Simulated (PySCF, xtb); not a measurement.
Ge(All)(H)3 (C₃H₈Ge), SMILES C=C[CH2][GeH3]. One conformer was computed; it need not be the lowest.

Harmonic wavenumbers (cm⁻¹) from GFN2-xTB run with xtb 6.7.1 at its own minimum, in rising order: 73, 113, 190, 394, 451, 486, 533, 696, 775, 787, 859, 865, 886, 950, 1013, 1046, 1164, 1190, 1293, 1410, 1442, 1709, 1978, 2064, 2079, 2939, 2966, 3036, 3094, 3123.

What does PySCF with PBE-D3(BJ)/def2-SVP give at its own minimum? (An estimate is asked for; the answer gives what the named calculation found.)

83, 117, 203, 385, 473, 501, 535, 708, 790, 796, 854, 858, 880, 923, 986, 1027, 1117, 1171, 1270, 1362, 1394, 1662, 2066, 2082, 2091, 2985, 3048, 3064, 3072, 3169. Paired by order, the mean absolute difference is 26 cm⁻¹ and the zero-point energies are 56.6 and 56.7 kcal/mol.
